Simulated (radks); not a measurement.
Results of a calculation; reference values are marked as such.
Trend from Rb2+ to In2+: ionisation energy by Delta-SCF between NIST ground configurations, and size. Code: a radial shooting solver on a logarithmic mesh with Libxc functionals. Model: scalar-relativistic Kohn-Sham, SCAN, spin-polarised, spherical densities, finite nucleus; open shells are filled with parallel spins first (spin-orbit coupling, left out, can overturn this in heavy ions); meta-GGA in the generalised Kohn-Sham scheme; Fermi nuclear charge, rms radius of each element as measured or else 0.836 A^(1/3) + 0.57 fm.

| species | configuration | configuration of the ion | IE (eV) | NIST (eV) | kind | -e(HOMO) (eV) |
|---|---|---|---|---|---|---|
| Rb2+ | [Ar] 3d10 4s2 4p5 | [Ar] 3d10 4s2 4p4 | 39.506 | 39.247 | semi-emp. | 33.570 (4p) |
| Sr2+ | [Kr] | [Ar] 3d10 4s2 4p5 | 43.530 | 42.884 | exp. | 37.149 (4p) |
| Zr2+ | [Kr] 4d2 | [Kr] 4d1 | 22.911 | 23.170 | semi-emp. | 17.784 (4d) |
| Nb2+ | [Kr] 4d3 | [Kr] 4d2 | 25.482 | 25.040 | semi-emp. | 19.980 (4d) |
| Mo2+ | [Kr] 4d4 | [Kr] 4d3 | 27.918 | 27.1 | semi-emp. | 22.071 (4d) |
| Tc2+ | [Kr] 4d5 | [Kr] 4d4 | 30.269 | 29.550 | semi-emp. | 24.095 (4d) |
| Ru2+ | [Kr] 4d6 | [Kr] 4d5 | 27.580 | 28.470 | semi-emp. | 21.724 (4d) |
| Rh2+ | [Kr] 4d7 | [Kr] 4d6 | 30.444 | 31.060 | semi-emp. | 24.139 (4d) |
| Pd2+ | [Kr] 4d8 | [Kr] 4d7 | 33.061 | 32.930 | semi-emp. | 26.407 (4d) |
| Ag2+ | [Kr] 4d9 | [Kr] 4d8 | 35.612 | 34.8 | semi-emp. | 28.593 (4d) |
| Cd2+ | [Kr] 4d10 | [Kr] 4d9 | 38.045 | 37.47 | exp. | 30.726 (4d) |
| In2+ | [Kr] 4d10 5s1 | [Kr] 4d10 | 28.452 | 28.044 | exp. | 24.567 (5s) |

Reference values: NIST Atomic Spectra Database (exp. = measured, semi-emp. = semi-empirical, theory = theoretical value adopted there). Open shells are spherical and high-spin; term and fine-structure splittings are not resolved. Spin-orbit splitting is averaged out at the scalar-relativistic level.
